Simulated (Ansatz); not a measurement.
One change: `CNB(C)N` becomes `CB(N)O[SiH3]`.

Ansatz, PBE0-D4/def2-TZVP geometries, multiplicity 1. Each molecule was computed in one conformer, which needn't be the lowest.

```csv
property,`CNB(C)N`
HOMO–LUMO gap (PBE/def2-TZVPP) / eV,5.12
size of the dipole moment (PBE/def2-TZVPP) / D,1.16
HOMO–LUMO gap (ωB97M-V/def2-TZVPP) / eV,10.83
LUMO energy (PBE0/def2-TZVPP) / eV,0.93
LUMO energy (ωB97M-V/def2-TZVPP) / eV,2.18
LUMO energy (PBE/def2-TZVPP) / eV,0.16
```

(1) Give the same properties after the change, and the shifts. (An estimate is asked.)

Answers

(1) Ansatz gave: 
```tsv
property	`CB(N)O[SiH3]`	shift
HOMO–LUMO gap (PBE/def2-TZVPP) / eV	5.93	0.81
size of the dipole moment (PBE/def2-TZVPP) / D	1.42	0.26
HOMO–LUMO gap (ωB97M-V/def2-TZVPP) / eV	12.00	1.17
LUMO energy (PBE0/def2-TZVPP) / eV	0.38	-0.55
LUMO energy (ωB97M-V/def2-TZVPP) / eV	1.85	-0.33
LUMO energy (PBE/def2-TZVPP) / eV	-0.45	-0.61
```

With PBE0 the HOMO falls by 1.47 eV and the LUMO falls by 0.55 eV, so the gap widens by about 0.92 eV. PBE moves the HOMO by -1.42 eV and ωB97M-V by -1.51 eV. Dipoles are sizes alone; their direction can turn.
